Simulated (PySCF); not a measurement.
Vibration and rotation of TaN

RHF-CCSD(T) constants of TaN, ¹Σ⁺ (singlet), closed shell (basis Ta def2-TZVPPD with ECP60, N def2-TZVPPD; scalar-relativistic core potentials; PySCF 2.14; masses 180.9480 and 14.0031 u):

| Item | Value |
| --- | --- |
| ωe | 1066.9 cm⁻¹ |
| ωexe | 3.6 cm⁻¹ |
| Be | 0.45132 cm⁻¹ |
| αe | 0.00207 cm⁻¹ |
| D (centrifugal) | 3.23e-07 cm⁻¹ |
| De to Ta (5d3 6s2) + N | 6.42 eV |

**Question.** Give the band origin of the fundamental and the first lines of its P and R branches.

**Answer.** ν0 = ωe − 2ωexe = 1059.7 cm⁻¹, B0 = 0.45028, B1 = 0.44821 cm⁻¹.

```tsv
J″	P(J″) − ν0	R(J″) − ν0
0		0.896
1	-0.901	1.789
2	-1.805	2.677
3	-2.714	3.561
4	-3.627	4.441
5	-4.544	5.316
6	-5.465	6.188
```

**Question.** Near which J would the R branch turn back, without centrifugal distortion?

**Answer.** At J ≈ (B0 + B1)/(2(B0 − B1)) − 1 ≈ 220.

Correlated steps freeze 1 core orbital. These are scalar-relativistic numbers at best; spin–orbit coupling would shift them, the dissociation energy most. Where the molecule has an RHF reference, its open-shell atoms are computed with UHF. The CCSD T1 diagnostic is raised, a sign that a single reference may not be enough here.
